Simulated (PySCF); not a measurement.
Cl₂Ge (SMILES [Cl][Ge][Cl]), singlet, geometry from GFN2-xTB; B97M-V/aug-cc-pVDZ (PySCF).

Here is a job for PySCF.
```python
from pyscf import gto, scf, dft

mol = gto.M(
    atom='''
Ge   -0.000593   -0.009850    0.718454
Cl    1.030045    1.300729   -0.657637
Cl   -1.028929   -1.282188   -0.694747
''',
    basis='aug-cc-pvdz',
    charge=0,
    spin=0,
    verbose=5,
)

mf = dft.RKS(mol)
mf.xc = 'b97m_v'
mf.kernel()
mf.analyze()
```

The log (banner, timings and long lists left out):

```
PySCF version 2.14.0

[INPUT] verbose = 5
[INPUT] max_memory = 4000
[INPUT] num. atoms = 3
[INPUT] num. electrons = 66
[INPUT] charge = 0
[INPUT] spin (= nelec alpha-beta = 2S) = 0
[INPUT] symmetry False subgroup None
[INPUT] Mole.unit = angstrom
[INPUT] Symbol           X                Y                Z      unit          X                Y                Z       unit  Magmom
[...]
[INPUT] ---------------- BASIS SET ----------------
[INPUT] l, kappa, [nprim/nctr], expnt,             c_1 c_2 ...
[INPUT] Ge
[...]
                                78214             0.0015868 -0.0004916 0.00019 -4.86e-05
                                17803             0.008248 -0.0026002 0.0009993 -0.0002553
                                5041.9            0.0336649 -0.010608 0.00412 -0.001056
                                1644.5            0.1101249 -0.0371602 0.0143557 -0.0036674
                                593.43            0.2735607 -0.100579 0.0400375 -0.0103053
                                231.36            0.421067 -0.2143977 0.0865794 -0.02222
                                94.762            0.2766791 -0.1782617 0.0815861 -0.0215275
                                29.274            0.029218 0.4777404 -0.293477 0.0806752
                                12.45             -0.0065903 0.6355983 -0.5367983 0.1524958
                                3.6463            0.002243 0.0722174 0.5637985 -0.1980528
                                1.5025            -0.0010382 -0.0127265 0.6947182 -0.4073954
                                0.24503           0.0002695 0.0029608 0.031573 0.6477288
[...]
                                845.72            0.0122176 -0.0047354 0.0009212
                                272.74            0.061049 -0.0242643 0.0048273
                                102.68            0.2008039 -0.08309 0.0162272
                                42.148            0.4038942 -0.1800247 0.0366354
                                18.149            0.3970027 -0.1663295 0.0307867
                                7.5934            0.1105481 0.2193717 -0.0480643
                                3.1964            7.68e-05 0.5820239 -0.1559804
                                1.2743            0.0021263 0.347772 -0.063237
                                0.28258           -0.0003744 0.0192455 0.5040819
[...]
                                21.302            0.1454421
                                7.3436            0.3713721
                                2.5651            0.4800002
                                0.8197            0.28968
[...]
[INPUT] Cl
[...]
                                19170             0.00187095 -0.000521836 0.000158298
                                4363              0.00970827 -0.00276513 0.000833639
                                1236              0.0393153 -0.0111537 0.0033988
                                403.6             0.125932 -0.0385919 0.0116738
                                145.7             0.299341 -0.0994848 0.0309622
                                56.81             0.421886 -0.201392 0.0629533
                                23.23             0.237201 -0.130313 0.0460257
                                6.644             0.0191531 0.509443 -0.219312
                                2.575             -0.00334792 0.610725 -0.408773
                                0.5371            0.000929883 0.0421549 0.638465
[...]
                                98.33             0.0398332 -0.0107796
                                31.04             0.164655 -0.0470075
                                11.19             0.387322 -0.11103
                                4.249             0.457072 -0.153275
                                1.624             0.151636 0.0894609
                                0.5322            0.00181615 0.579444
[...]
nuclear repulsion = 312.620267003161
number of shells = 25
number of NR pGTOs = 186
number of NR cGTOs = 90
basis = aug-cc-pvdz
ecp = {}

[...]
converged SCF energy = -2996.84723536792
Total Energy =                       -2996.847235367918074
[...]
0 Ge 5dz^2       0.15586   0.00109   0.00359   0.00207   0.06366
0 Ge 5dxz       -0.00138   0.03491   0.11497   0.06688   0.00079
0 Ge 5dx2-y2     0.01916   0.00057   0.00188   0.00110  -0.01461
1 Cl 1s          0.00009  -0.00002  -0.00019  -0.00031   0.00033
1 Cl 2s         -0.00058  -0.00009   0.00148   0.00257  -0.00294
1 Cl 3s          0.00047   0.00932  -0.00568  -0.01405   0.01744
1 Cl 4s         -0.03692  -0.03996   0.18425   0.39650  -0.45262
1 Cl 5s          0.13501  -0.06981  -0.24287  -0.29433   0.33975
1 Cl 2px        -0.00003   0.00023   0.00015  -0.00043   0.00031
1 Cl 2py        -0.00004   0.00029   0.00018  -0.00054   0.00040
1 Cl 2pz         0.00034  -0.00041   0.00023   0.00032  -0.00042
1 Cl 3px         0.00207  -0.00579  -0.00213   0.00449  -0.00606
1 Cl 3py         0.00262  -0.00742  -0.00266   0.00571  -0.00770
1 Cl 3pz        -0.00232   0.01245  -0.00107  -0.00547   0.00692
1 Cl 4px         0.00147   0.04692   0.06493  -0.14226   0.13096
1 Cl 4py         0.00025   0.06031   0.07990  -0.17993   0.16613
1 Cl 4pz         0.12699  -0.11430   0.12267   0.11248  -0.14296
1 Cl 5px        -0.00926  -0.01776   0.01041   0.13297  -0.10450
1 Cl 5py        -0.01137  -0.02253   0.01405   0.16838  -0.13267
1 Cl 5pz        -0.01981   0.01948  -0.07800  -0.12181   0.12227
1 Cl 3dxy       -0.06415   0.06634   0.19219   0.00240  -0.09804
1 Cl 3dyz        0.08804  -0.21979  -0.03286  -0.10144   0.03267
1 Cl 3dz^2      -0.23993   0.05999  -0.04414   0.06451   0.01341
1 Cl 3dxz        0.06529  -0.17339  -0.02502  -0.07971   0.02529
1 Cl 3dx2-y2     0.01552  -0.01743  -0.04434  -0.00158   0.02276
1 Cl 4dxy        0.10851  -0.12722  -0.48002   0.25752   0.01791
1 Cl 4dyz       -0.20495   0.44275  -0.09530  -0.00987   0.14380
1 Cl 4dz^2       0.53548  -0.14554   0.22674  -0.14953  -0.02675
1 Cl 4dxz       -0.15281   0.34893  -0.07687  -0.00777   0.11426
1 Cl 4dx2-y2    -0.02680   0.03364   0.10890  -0.05906  -0.00261
2 Cl 1s          0.00009   0.00002   0.00019   0.00031   0.00033
2 Cl 2s         -0.00058   0.00009  -0.00148  -0.00257  -0.00294
2 Cl 3s          0.00047  -0.00932   0.00568   0.01404   0.01744
2 Cl 4s         -0.03691   0.03996  -0.18423  -0.39628  -0.45283
2 Cl 5s          0.13499   0.06983   0.24287   0.29416   0.33991
2 Cl 2px         0.00003   0.00023   0.00015  -0.00043  -0.00031
2 Cl 2py         0.00003   0.00028   0.00019  -0.00054  -0.00039
2 Cl 2pz         0.00034   0.00042  -0.00023  -0.00034  -0.00043
2 Cl 3px        -0.00206  -0.00577  -0.00213   0.00448   0.00606
2 Cl 3py        -0.00256  -0.00708  -0.00268   0.00555   0.00751
2 Cl 3pz        -0.00239  -0.01266   0.00099   0.00563   0.00714
2 Cl 4px        -0.00171   0.04673   0.06513  -0.14201  -0.13079
2 Cl 4py        -0.00371   0.05716   0.08324  -0.17669  -0.16223
2 Cl 4pz         0.12693   0.11598  -0.12031  -0.11753  -0.14774
2 Cl 5px         0.00930  -0.01773   0.01028   0.13271   0.10436
2 Cl 5py         0.01190  -0.02198   0.01189   0.16491   0.12935
2 Cl 5pz        -0.01947  -0.02012   0.07836   0.12654   0.12610
2 Cl 3dxy       -0.06219  -0.06121  -0.19138   0.00000  -0.09726
2 Cl 3dyz       -0.07711  -0.21718  -0.03644  -0.09825  -0.03409
2 Cl 3dz^2      -0.24402  -0.07086   0.04240  -0.06949   0.01171
2 Cl 3dxz       -0.06624  -0.17494  -0.03032  -0.07953  -0.02799
2 Cl 3dx2-y2     0.01341   0.01176   0.04342  -0.00104   0.02189
2 Cl 4dxy        0.10392   0.11690   0.48210  -0.25721   0.02117
2 Cl 4dyz        0.18026   0.43627  -0.08058  -0.01891  -0.14221
2 Cl 4dz^2       0.54504   0.16740  -0.23109   0.14884  -0.03380
2 Cl 4dxz        0.15402   0.35182  -0.06322  -0.01513  -0.11368
2 Cl 4dx2-y2    -0.02189  -0.02224  -0.11116   0.05869  -0.00630
 ** Mulliken pop on meta-lowdin orthogonal AOs  **
 ** Mulliken pop  **
 ** Mulliken atomic charges  **
charge of    0Ge =      0.56920
charge of    1Cl =     -0.28460
charge of    2Cl =     -0.28460
Dipole moment(X, Y, Z, Debye): -0.00154, -0.02559,  1.86786
```
